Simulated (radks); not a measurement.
Values are calculated unless marked as measured or tabulated.
Task: Pd IV, configuration [Kr] 4d7. Code: a radial shooting solver on a logarithmic mesh with Libxc functionals. Model: scalar-relativistic Kohn-Sham, exchange-only r2SCAN, spin-polarised, spherical densities, finite nucleus; open shells are filled with parallel spins first (spin-orbit coupling, left out, can overturn this in heavy ions); meta-GGA in the generalised Kohn-Sham scheme; Fermi nuclear charge, rms radius 4.5318 fm. Some entries of the table are withheld. Estimate them.

orbital,occ.,eigenvalue (hartree),<1/r> (bohr^-1),r(max) (bohr)
1s down,1,-891.3930,48.23,0.02066
1s up,1,-891.3924,48.23,0.02066
2s up,1,-131.9648,10.96,0.1167
2s down,1,-131.9330,10.96,0.1167
2p up,3,-118.3558,10.58,0.09343
2p down,3,-118.3325,10.58,0.09342
3s up,1,-25.24070,3.842,0.3412
3s down,1,-25.23194,3.840,0.3413
3p up,3,-20.72578,3.653,0.3346
3p down,3,-20.71349,3.652,0.3347
3d up,5,-13.57724,3.419,0.2829
3d down,5,-13.55217,3.418,0.2831
4s up,1,-4.75687,1.451,0.8535
4s down,1,-4.62699,1.458,0.8501
4p up,3,-3.44898,1.311,(1)
4p down,3,-3.31298,1.317,(2)
4d up,5,-1.54875,1.019,1.057
4d down,2,-1.41398,1.011,1.057
5s up,0,-1.08011,0.5424,(3)
5s down,0,-1.01712,0.5180,(4)
5p up,0,-0.80215,0.4530,2.533
5p down,0,-0.76287,0.4310,2.617

Result: 
(1) 4p up r(max) (bohr): 0.9091
(2) 4p down r(max) (bohr): 0.9055
(3) 5s up r(max) (bohr): 2.156
(4) 5s down r(max) (bohr): 2.227
